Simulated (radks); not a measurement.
Excited configurations of Hg: one electron is placed in a higher orbital outside [Xe] 4f14 5d10 6s1. The ground configuration is [Hg]. All-electron calculation, Dirac Kohn-Sham, PBE, spin-unpolarised, spherical densities, point nucleus; open shells fill j = l - 1/2 first. Program: a radial shooting solver on a logarithmic mesh with Libxc functionals. Excitation = E - E(ground); binding = E(ion) - E, where the ion is the core of charge +1; n* = 1/sqrt(2 binding) in atomic units, and the quantum defect is n - n*.

outer orbital  excitation (eV)  binding (eV)  eigenvalue (eV)  <r> (bohr)
5f5/2                    9.791         0.911           -0.435       17.36
6p1/2                    5.435         5.266           -2.409       3.772
6d3/2                    9.091         1.610           -0.716       10.05
6f5/2                   10.073         0.629           -0.366       29.37
7s1/2                    7.962         2.739           -1.590       7.859
7p1/2                    8.757         1.944           -1.091       10.20

The Delta-SCF ionisation energy is 10.701 eV (NIST Atomic Spectra Database: 10.438 eV, measured). Self-interaction in the functional shifts the binding energies and quantum defects, so they are the method's values and not measured ones. Spin polarisation and multiplet splitting are left out, so open shells lie too high by an amount that depends on their filling.

Beside tabulated values, note that spin-unpolarised runs miss the spin-polarisation part of the exchange energy of open shells.
